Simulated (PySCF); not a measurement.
# Computed properties of Si(I)(SH) (HISSi), SMILES S[Si]I

HISSi, SMILES I[Si]S (connectivity only; charge and spin as stated), neutral, multiplicity 1. Geometry: PBE0-D3(BJ)/def2-TZVP. The def2 effective core potentials stand for the cores of I; spin–orbit coupling is left out. Other conformers were not sampled. All values are computed for the isolated molecule unless a solvent is named; none is compared with measurement here.

**Structure.** The optimised structure has Cs symmetry. All 6 harmonic modes at PBE0-D3(BJ)/def2-TZVP (PySCF) are real, so it is a minimum. With heavy atoms numbered as in [Si:1]([I:2])[SH:3], the shortest bond between them is Si1–S3 at 2.130 Å and the longest Si1–I2 at 2.482 Å.

**Vibrations.** The strongest infrared lines (harmonic, unscaled, degenerate partners summed) lie at 513 cm⁻¹ (66 km/mol, Si 55 %, S 41 %), 341 cm⁻¹ (65 km/mol, Si 80 %, I 17 %), 405 cm⁻¹ (14 km/mol, H 96 %). The softest mode is at 133 cm⁻¹ and the zero-point energy is 6.9 kcal/mol.

**Electronic structure.** ωB97X/def2-TZVPD (PySCF) places the frontier levels at -9.15 and -0.76 eV, a gap of 8.39 eV, and gives a dipole moment of 1.72 D and a mean polarisability of 90.9 bohr³.

**Excitations.** TDDFT-B3LYP/def2-SVPD (PySCF) has S1 at 3.12 eV (397 nm, f = 0.005, weak); the most intense of the 10 singlets computed lies at 6.07 eV (f = 0.19). T1 (TDA) is at 2.21 eV. No vertical singlet excitation falls in the visible range (under 3.1 eV).
